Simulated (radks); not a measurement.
Values are calculated unless marked as measured or tabulated.
Q: These are the eigenvalues of the occupied orbitals of an atom or ion with whole-number occupations (hartree). Code: a radial shooting solver on a logarithmic mesh with Libxc functionals. Model: scalar-relativistic Kohn-Sham, LB94 model potential, spin-polarised, spherical densities, finite nucleus; Fermi nuclear charge, rms radius of each element as measured or else 0.836 A^(1/3) + 0.57 fm.

orbital  eigenvalue
1s        -2270.332

Which element is it, and in what charge state? The configuration may be excited. Open shells, if any, are filled with parallel spins first.

A: Z = 66, dysprosium, charge +64: Dy64+ in [He]. The 1s level, -2270.3 hartree, gives Z - s = 67.4 by -(Z - s)^2/2, which with screening and relativity narrows Z to a few neighbours, and with so few levels the electron count can be read from the list.
